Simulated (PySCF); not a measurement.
C₃H₉O₂ (cation, charge +1), SMILES CC(O)C[OH2+], B3LYP/def2-SVP optimised geometry.

```
14

C     -0.28     1.86     0.00
C      0.27     0.45     0.00
O     -0.19    -0.34    -1.14
C     -0.23    -0.41     1.17
O     -0.08    -1.78     0.65
H      0.12     2.43    -0.85
H     -1.38     1.86    -0.06
H      0.03     2.38     0.92
H      1.38     0.45     0.00
H      0.32    -0.16    -1.95
H      0.37    -0.31     2.08
H     -1.30    -0.23     1.39
H     -0.16    -1.53    -0.41
H     -0.73    -2.43     0.98
```

Density from B3LYP/def2-TZVP in PySCF at that geometry.

Minimum of the electron density along straight lines between bonded atoms, close to the bond critical point (lines longer than 1.1 times the sum of covalent radii, or with two minima, are not listed):

```csv
bond,length / Å,ρ at the minimum / e bohr⁻³,∇²ρ there / e bohr⁻⁵,position (fraction from the first atom)
C1–C2,1.514,0.257,-0.67,0.47
C2–O3,1.457,0.234,-0.46,0.36
C2–C4,1.539,0.254,-0.66,0.49
C4–O5,1.480,0.212,-0.32,0.35
C1–H6,1.100,0.275,-0.94,0.65
C1–H7,1.100,0.275,-0.94,0.65
C1–H8,1.102,0.273,-0.92,0.65
C2–H9,1.103,0.286,-1.02,0.65
O3–H10,0.971,0.347,-2.41,0.81
C4–H11,1.096,0.289,-1.06,0.66
C4–H12,1.100,0.287,-1.03,0.66
O5–H14,0.975,0.341,-2.41,0.82
```
